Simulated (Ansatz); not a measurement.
`C[SiH]1CN1`, charge 0, multiplicity 1.

Problem. Give a relaxed structure at PBE0-D4/def2-TZVP (the Gaussian-basis code of Ansatz). (Best estimate.)

Solution. Computed: 
```xyz
11

C    -0.3392    1.6248   -0.1995
Si   -0.6688   -0.2004   -0.0591
C     0.6850   -1.3990   -0.3294
N     0.1680   -1.1999    1.0638
H    -0.8924    2.1823    0.5606
H     0.7252    1.8337   -0.0748
H    -0.6510    1.9991   -1.1781
H    -2.0934   -0.5453   -0.2722
H     1.6730   -0.9934   -0.5498
H     0.5526   -2.4082   -0.7116
H     0.8409   -0.8936    1.7499
```
This is one stationary point; other conformers may exist.
